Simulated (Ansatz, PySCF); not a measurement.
Gas-phase reaction in SMILES: CC(C)C -> C[CH]C + [CH3] (CH3) (the C-C bond at the site shown breaks; other sites are not compared here)
Each molecule is optimised on its own at B3LYP-D3(BJ)/def2-TZVP (Ansatz, a program for electronic structure).

Quantity: bond dissociation energy (electronic energy difference), in kJ/mol. Correlated levels leave the core frozen unless marked. UHF or UKS for open shells. No spin-orbit coupling. Non-relativistic. CBS marks a two-point X^-3 extrapolation of the correlation energy; Hartree-Fock from the larger set. [CCSD(T)-MP2]/basis is that difference in the basis named.

| level | program | bond dissociation energy (kJ/mol) |
|---|---|---|
| HF/STO-3G | Ansatz | 373.7 |
| B3LYP-D4/def2-TZVPD | Ansatz + dftd4 | 368.9 |
| PBE0-D3(BJ)/def2-TZVPD | Ansatz + dftd3 | 380.6 |
| BHLYP-D4/def2-TZVPD | Ansatz + dftd4 | 361.4 |
| TPSSh-D4/def2-TZVPD | PySCF + dftd4 | 361.9 |
| B2GP-PLYP-D3(BJ)/def2-TZVPD | Ansatz + dftd3 | 384.7 |
| B2GP-PLYP-D4/def2-TZVPD | Ansatz + dftd4 | 384.0 |
| MP2/6-31G | Ansatz | 365.6 |
| CCSD/cc-pVDZ | Ansatz | 377.7 |
| RI-MP2/CBS(cc-pVTZ,cc-pVQZ)+[CCSD(T)-MP2]/cc-pVTZ | Ansatz | 398.6 |
